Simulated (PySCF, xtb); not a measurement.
Si(H)(F)(Me)(NH2) (CH6FNSi), SMILES C[SiH](N)F.

GFN2-xTB run with xtb at its own geometry gives an orbital gap of 6.58 eV and a dipole moment of 2.70 D.

Coordinates come from a B3LYP-D3(BJ)/def2-SVP optimisation. Other conformers were not sampled.

Task: What does M06-2X/def2-TZVP in PySCF give? (An estimate is asked for; the answer gives what the named calculation found.)

Result: gap 10.86 eV (levels -9.43 and 1.43 eV), dipole 1.81 D.
